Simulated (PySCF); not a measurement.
From one molecule to another.

First species: C2H10BN.
Numbering: `[BH3-:1][NH2+:2][CH2:3][CH3:4]` (hydrogens: H5, H6, H7 on B1; H8, H9 on N2; H10, H11 on C3; H12, H13, H14 on C4)

Second species: C3H7F.
SMILES: `CC(F)C`

Levels: PBE0/def2-SVPD for dipole moment, HOMO energy, LUMO energy, HOMO–LUMO gap, static isotropic polarisability and electronic spatial extent ⟨r²⟩ about the centre of nuclear charge; TDDFT PBE0/def2-SVPD for lowest singlet excitation; TDA PBE0/def2-SVPD for lowest triplet excitation (Tamm–Dancoff); ΔSCF PBE0/def2-SVPD for vertical ionisation energy; PBE0-D3(BJ)/def2-SVP for rotational constant A and rotational constant C. Geometries: PBE0-D3(BJ)/def2-SVP. Each structure is a single optimised conformer of the isolated species, non-relativistic unless stated. Electronic properties by PySCF.

Dipoles, sizes and rotational constants follow the conformer. The torsions of the flexible species, by atom-mapped SMILES:
- `[BH3-:1][NH2+:2][CH2:3][CH3:4]`: B1–N2–C3–C4 180°

Question: Which has the higher T1 energy?

Answer: The second: 8.45 eV against 6.42 eV, a difference of 2.03 eV.

Question: Which of the two has the higher rotational constant A, and by how much?

Answer: The first: 23.023 GHz against 8.786 GHz, a difference of 14.237 GHz.

Question: Which has the higher vertical ionisation energy?

Answer: The second: 11.60 eV against 10.17 eV, a difference of 1.43 eV.

Question: Which has the higher S1 energy?

Answer: The second: 8.75 eV against 6.53 eV, a difference of 2.22 eV.

Question: Which has the higher dipole moment?

Answer: The first: 5.65 D against 1.94 D, a difference of 3.71 D.

Question: Which of the two has the higher LUMO energy, and by how much?

Answer: The second: 0.74 eV against -0.01 eV, a difference of 0.75 eV.

Question: Which of the two has the higher HOMO energy, and by how much?

Answer: The first: -7.63 eV against -9.21 eV, a difference of 1.58 eV.

Question: Which has the higher HOMO–LUMO gap?

Answer: The second: 9.95 eV against 7.62 eV, a difference of 2.33 eV.

On the first: The ΔSCF ionisation energy exceeds −ε(HOMO) by 2.54 eV with PBE0. The vertical singlet–triplet gap S1 − T1 is 0.11 eV (TDDFT singlet less Tamm–Dancoff triplet).

On the second: The ΔSCF ionisation energy exceeds −ε(HOMO) by 2.39 eV with PBE0. The vertical singlet–triplet gap S1 − T1 is 0.30 eV (TDDFT singlet less Tamm–Dancoff triplet; S1: HOMO→LUMO, weight 0.96; T1: HOMO→LUMO, weight 0.88).
